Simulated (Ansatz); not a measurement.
Isolated molecules relaxed with PBE0-D4/def2-TZVP in Ansatz; ΔE leaves out vibrations. CCSD(T)/CBS is the MP2 limit (def2-TZVPP, def2-QZVPP) plus CCSD(T) − MP2 in def2-TZVPP, frozen cores. This one scheme is used for every species. DFT in def2-TZVPP. Elements past krypton have def2 core potentials. For Sn outer-core shells are correlated without core-valence functions, which leaves a few kJ/mol of doubt a bond. Each species was taken in one conformer, which may not be the lowest.

Consider the alkene loss: `CC(C)(C)[NH][Sn]([F])([F])[F]` → `[NH2][Sn]([F])([F])[F]` + isobutene.

Is it downhill or uphill in electronic energy at CCSD(T)/CBS, and by how much? (An estimate is asked.)

Ansatz gave: Uphill: ΔE = +88.3 kJ/mol.

What do these levels give: BLYP-D4, BLYP, CCSD(T)/def2-SVP, HF/def2-QZVPP, HF/CBS(def2), MP2/CBS(def2)? (An estimate is asked.)

The calculation gave: BLYP-D4 63.6, BLYP 24.9, CCSD(T)/def2-SVP 106.8, HF/def2-QZVPP 35.5, HF/CBS(def2) 35.3, MP2/CBS(def2) 97.9 kJ/mol.

Largest T1 diagnostic among the species: 0.014.

From BLYP to BHLYP (50 % exact exchange), in def2-TZVPP and without D4, ΔE moves by +33.1 kJ/mol. The D4 term adds +29.8 kJ/mol with B3LYP and +16.8 kJ/mol with PBE0; it sums over pairs of atoms, weighted by their polarisabilities, and B3LYP, whose exchange is more repulsive, gets the larger term.

B3LYP here is the variant with VWN-RPA as its local correlation; programs differ in this.
